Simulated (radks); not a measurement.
Values are calculated unless marked as measured or tabulated.
Charge is removed step by step from the 5p (averaged over the sub-levels emptied) level of Lu3+, starting from [Xe] 4f14. Level of theory: Dirac Kohn-Sham, PBE, spin-unpolarised, spherical densities, point nucleus (a radial shooting solver on a logarithmic mesh with Libxc functionals).

| removed (e) | E - E(0) (eV) | eigenvalue (eV) | E minus straight line (eV) |
|---|---|---|---|
| 0 | 0.000 | -58.275 | 0.000 |
| 0.25 | 15.036 | -62.021 | -1.424 |
| 0.5 | 31.014 | -65.812 | -1.906 |
| 0.75 | 47.946 | -69.647 | -1.435 |
| 1 | 65.841 | -73.523 | 0.000 |

Removing the whole electron costs 65.841 eV by Delta-SCF, against 58.275 eV from minus the eigenvalue at the starting occupation. Slater's transition state (half an electron removed) gives 65.812 eV. Integrating minus the eigenvalue over the occupation (Janak's theorem) gives 65.841 eV. The mean slope of the eigenvalue, de/dn, is 15.2 eV per electron.
